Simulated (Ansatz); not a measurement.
System: C$_{2}$F$_{3}$ (charge +1, singlet). SMILES of the parent species: [C](F)=C(F)F
Structure (B3LYP-D3(BJ)/def2-TZVP (Ansatz, a program for electronic structure) minimum search):
```xyz
5

F      1.0031    -0.2126     1.6605
C      0.8237    -0.3080     0.4476
C     -0.2977     0.0856    -0.3380
F     -0.2353     1.1550    -1.0087
F     -1.1184    -0.7942    -0.7248
```
Charge +1, spin multiplicity 1.

Parts of the frozen-core correlation energy in 6-31G (Ansatz, hartree). Frozen orbitals: 5; correlated occupied orbitals by spin: 14 and 14; virtual: 26 and 26. Spin-orbit coupling is left out. Non-relativistic. The restricted reference is unstable.

| term | value |
|---|---|
| reference (HF) | -373.37915 |
| MP2 opposite-spin | (withheld) |
| MP2 same-spin | -0.14181 |
| CCSD correlation | (withheld) |
| (T) | (withheld) |
| T1 diagnostic | 0.025 |
| largest doubles amplitude | 0.149 |

Question: Some entries are withheld; supply them.

Answer: 
- MP2 opposite-spin, value: -0.38916
- CCSD correlation, value: -0.54057
- (T), value: -0.01848
